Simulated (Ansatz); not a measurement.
The first iterations of a band of a periodic cell of 19 atoms, LiC18 (surface graphene monolayer, adsorbate Li).

The calculation used DFT PBE, scalar-relativistic, plane waves, PAW in Ansatz 0.2.0. Settings: cutoff 420 eV, k mesh 2x2x1, fermi-dirac smearing 0.05 eV, spin collinear.

* movable images: 5
* climbing image: yes
* spring: 5.0 eV/Å²
* optimiser: quadratic models (default)
* start path: straight line
* force threshold: 0.05 eV/Å
* iteration limit: 71
* end points: relaxed

Initial state:

```xyz
19
Lattice="7.3980 0.0000 0.0000 -3.6990 6.4069 0.0000 0.0000 0.0000 11.0000" Properties=species:S:1:pos:R:3
C -0.002 -0.050 1.022
C 1.231 0.662 1.023
C -1.235 2.078 1.011
C 0.004 2.794 1.012
C -2.474 4.225 1.012
C -1.235 4.940 1.013
C 2.464 -0.044 1.024
C 3.697 0.662 1.023
C 1.237 2.082 1.023
C 2.464 2.797 1.023
C 0.004 4.225 1.012
C 1.237 4.936 1.024
C 4.930 -0.050 1.022
C 6.163 0.655 1.023
C 3.692 2.082 1.023
C 4.924 2.794 1.012
C 2.464 4.221 1.023
C 3.692 4.936 1.024
Li -1.235 3.507 2.683
```

Final state:

```xyz
19
Lattice="7.3980 0.0000 0.0000 -3.6990 6.4069 0.0000 0.0000 0.0000 11.0000" Properties=species:S:1:pos:R:3
C -0.002 -0.050 1.023
C 1.226 0.665 1.024
C -1.235 2.085 1.022
C -0.002 2.791 1.023
C -2.473 4.218 1.023
C -1.241 4.929 1.012
C 2.458 -0.047 1.012
C 3.697 0.669 1.013
C 1.231 2.085 1.022
C 2.464 2.797 1.023
C -0.002 4.214 1.011
C 1.237 4.929 1.012
C 4.936 -0.047 1.012
C 6.169 0.665 1.024
C 3.697 2.092 1.024
C 4.930 2.797 1.023
C 2.470 4.218 1.023
C 3.697 4.933 1.023
Li -0.002 5.642 2.683
```

| iteration | highest image above the first end (eV) | largest band force component (eV/Å) |
| --- | --- | --- |
| 1 | 0.679 | 2.711 |
| 2 | 0.467 | 1.476 |

**Question.** Does the band converge within its limit, and where does its top end?

**Answer.** It converged. It ended after 5 iterations with the highest image 0.352 eV above the first end. By the program's own check the climbing image is of a kind that is not told: the force calls were inconclusive, a negative curvature could not be distinguished from the path's own, the only one lies far off the path, or fixed occupations may fill a level only in part (lowest curvatures found: -0.92 and 0.23 eV/Å²). Limits of this set-up: slab without dipole correction.

Time of the run: 2.9 min on 2 threads of Arm Neoverse V2 (shared host), peak memory 1.6 GiB.
